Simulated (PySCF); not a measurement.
## How methods differ on the excitation energy of Rh²⁺

Rh²⁺ [Kr] 4d7 (4F) → Rh²⁺ [Kr] 4d6 5s1 (6D), as a difference of total energies. Computed with PySCF 2.14 in def2-TZVPPD with the def2 core potential (28 electrons) (6s4p3d2f1g, 56 functions), with a scalar-relativistic core potential. Correlated levels: valence: 4s2 4p6 frozen; valence and next inner shell: nothing frozen outside the core potential. The calculations carry no spin-orbit coupling.

```tsv
method	excitation energy (eV)
UHF	4.965
LDA	4.940
PBE0	5.276
r2SCAN	4.964
M06-2X	5.952
M06	5.997
PBEsol	5.015
MP2 (valence)	5.535
SCS-MP2 (valence)	6.016
MP2 (valence and next inner shell)	5.054
SCS-MP2 (valence and next inner shell)	5.370
```

Task: Estimate what PBE gives.

Result: 5.099 eV, closest to MP2 (valence and next inner shell) among the rows shown.

Task: Estimate what B3LYP gives.

Result: 5.341 eV, closest to SCS-MP2 (valence and next inner shell) among the rows shown.
